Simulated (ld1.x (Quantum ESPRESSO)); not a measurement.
**Before and after: TM potential for Os**

```json
{
  "Element": "osmium",
  "Generator": "ld1.x (Quantum ESPRESSO) 7.5",
  "Type": "norm-conserving Troullier–Martins (Kleinman–Bylander form)",
  "Functional": "PBE",
  "Relativity": "scalar-relativistic",
  "Frozen core": "[Xe] 4f14",
  "Valence charge": "8",
  "Reference configuration": "5d6 6s2 6p0",
  "Partial waves": "6p (bound, empty): rc 3.10 bohr; 5d (bound): rc 1.30 bohr; 6s (bound): rc 1.85 bohr",
  "Local potential": "the s channel",
  "Core correction": "none"
}
```

All-electron outer shells of the reference configuration (PBE, scalar-relativistic, ld1.x):

| shell | level (eV) | outermost node (bohr) | outermost maximum (bohr) |
| --- | --- | --- | --- |
| 4f | -51.98 | – | 0.40 |
| 5p | -50.84 | 0.55 | 1.03 |
| 5d | -6.25 | 0.60 | 1.36 |
| 6s | -6.15 | 1.20 | 2.48 |
| 6p | -1.27 | 1.44 | 3.56 |

Change: wave 6p (bound): rc 3.10 bohr becomes 6p (bound): rc 2.00 bohr.

Cutoffs: the cutoffs (Ry, on a coarse ladder) from which the occupation-weighted sum of valence levels, in a spherical-Bessel basis at the reference potential, stays within 10 and 1 mRy of its value at 400 Ry; they do not see the model core or the augmentation charge, which bear on the density cutoff. Errors are all-electron minus pseudo energies relative to the spin-unpolarised reference configuration.

Task: Predict the effect on cutoff, ghosts and configuration errors.

Result: The potential gets neither clearly harder nor softer (35 Ry and 70 Ry → 35 Ry and 70 Ry); a bound ghost appears in p, which as a rule spoils a file; the errors of the 7 common tests hardly move.

| quantity | base | changed |
| --- | --- | --- |
| cutoff, loose | 35 Ry | 35 Ry |
| cutoff, tight | 70 Ry | 70 Ry |
| bound ghosts | none | p |
| error for 5d6 6s1 6p0, meV [ΔE 9.58 eV] | +8.2 | +8.2 |
| error for 5d6 6s0 6p0, meV [ΔE 26.49 eV] | +58 | +58 |
| error for 5d5 6s0 6p0, meV [ΔE 55.34 eV] | +24 | +24 |
| error for 5d4 6s0 6p0, meV [ΔE 96.82 eV] | -170 | -171 |
| error for 5d7 6s0 6p0, meV [ΔE 9.04 eV] | -9.6 | -9.6 |
| error for 5d5 6s2 6p0, meV [ΔE 11.08 eV] | +23 | +23 |
| error for 5d6 6s1 6p1, meV [ΔE 5.06 eV] | +3.9 | +3.6 |

Changed file: The cutoffs count occupied waves only; the empty 6p level needs 50 Ry at the loose tolerance. A true bound ghost makes a file unfit for plane-wave use even where its test errors are small: the radial tests pick states by their node count and pass the ghost by.
